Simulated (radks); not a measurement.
Valence configurations of Gd II (all share [Xe]). Method: scalar-relativistic Kohn-Sham, PBE, spin-polarised, spherical densities, finite nucleus; open shells are filled with parallel spins first (spin-orbit coupling, left out, can overturn this in heavy ions); Fermi nuclear charge, rms radius 5.1569 fm; computed with a radial shooting solver on a logarithmic mesh with Libxc functionals. Energies are relative to 4f7 5d1 6s1; eigenvalues in eV for spin up.

valence          E (eV)  moment (Bohr magnetons)    e(4f)    e(5d)   e(6p)    e(6s)
4f8 6s1          -0.532                        7  -10.617        -       -   -9.025
4f7.5 5d1 6s0.5  -0.059                        8  -12.555   -7.609       -   -8.948
4f7 5d1 6s1       0.000                        9  -16.773   -9.031       -   -9.796
4f7 6s2           0.460                        7  -19.225        -       -  -10.334
4f8 5d1           1.147                        7   -8.864   -6.326       -        -
4f7 6s1 6p1       3.425                        9  -20.328        -  -7.442  -11.436
4f6.5 5d1 6s1.5   5.120                        8  -21.330  -10.433       -  -10.422
4f6 5d2 6s1      10.355                        9  -23.476  -10.499       -  -10.385
4f6 5d1 6s2      12.082                        7  -26.183  -11.916       -  -11.001
4f6 5d1 6s1 6p1  15.048                        9  -27.254  -12.992  -7.728  -12.064

NIST lists [Xe] 4f7 5d1 6s1 as the ground configuration; this level of theory puts 4f8 6s1 lower, by 0.532 eV. The energies are those of spherical high-spin densities, not of single terms.
